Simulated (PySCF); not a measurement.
bromodichloroborane(3), BBrCl2, SMILES ClB(Cl)Br, point group C2v.

Force field and properties: B3LYP/pcSseg-1 (PySCF, grid level 2). Vibrational terms come from second-order perturbation theory with semi-diagonal cubic constants, by steps of ±0.6 along the normal coordinates of each isotopologue. The parent has the commonest isotopes.

Equilibrium geometry (Å):

| atom | x | y | z |
| --- | --- | --- | --- |
| Cl1 | -0.9009 | 1.5233 | -0.0191 |
| B2 | -0.0290 | 0.0049 | -0.0224 |
| Cl3 | -0.9102 | -1.5080 | -0.0025 |
| Br4 | 1.8810 | -0.0011 | -0.0474 |

Problem. Give the equilibrium and ground-state rotational constants (MHz) of parent; ⁸¹Br at 4; ¹⁰B at 2; ³⁷Cl at 1, ⁸¹Br at 4; ³⁷Cl at 1; ¹⁰B at 2, ⁸¹Br at 4; ³⁷Cl at 1, ¹⁰B at 2.

Solution. 
```csv
species,Ae,Be,Ce,A0,B0,C0,Δ0 (u Å²),harmonic ZPE (cm⁻¹)
parent,3145.5,1732.7,1117.3,3136.3,1727.6,1112.9,0.433,1544
⁸¹Br at 4,3145.5,1711.6,1108.4,3136.3,1706.6,1104.2,0.434,1543
¹⁰B at 2,3145.5,1734.6,1118,3135.9,1729.3,1113.6,0.433,1592
"³⁷Cl at 1, ⁸¹Br at 4",3061.8,1687,1087.7,3052.9,1682.1,1083.5,0.439,1536
³⁷Cl at 1,3061.9,1708.1,1096.4,3052.9,1703.1,1092.2,0.438,1538
"¹⁰B at 2, ⁸¹Br at 4",3145.5,1713.5,1109.3,3135.9,1708.3,1104.8,0.434,1591
"³⁷Cl at 1, ¹⁰B at 2",3061.9,1709.8,1097.1,3052.6,1704.6,1092.7,0.438,1586
```

Δ0 = Ic − Ia − Ib from the ground-state constants.

Problem. How is the parent's vibrational correction B0 − Be made up?

Solution. 
```
axis  harmonic  Coriolis  cubic  total (MHz)
   a      4.45    -0.164  -13.5        -9.23
   b      2.02    -0.041  -7.04        -5.06
   c     0.338    -0.036  -4.63        -4.33
```

Problem. And its quartic centrifugal distortion constants from the harmonic force field?

Solution. Asymmetric top, A reduction, Ir representation: ΔJ = 0.203 kHz, ΔJK = 0.332 kHz, ΔK = 0.754 kHz, δJ = 0.0776 kHz, δK = 0.579 kHz.

Problem. Which nuclear quadrupole couplings χaa, χbb, χcc (MHz) does the parent show, at equilibrium and averaged?

Solution. 35Cl at 1: 15.0, -25.2, 10.2 and 15.0, -25.2, 10.2; 11B at 2: -1.2, -1.4, 2.6 and -1.2, -1.4, 2.6; 35Cl at 3: 15.0, -25.2, 10.2 and 15.0, -25.2, 10.2; 79Br at 4: 371.5, -278.2, -93.3 and 370.8, -277.5, -93.3.

A mode lies under 250 cm⁻¹, where this perturbation treatment is rough.
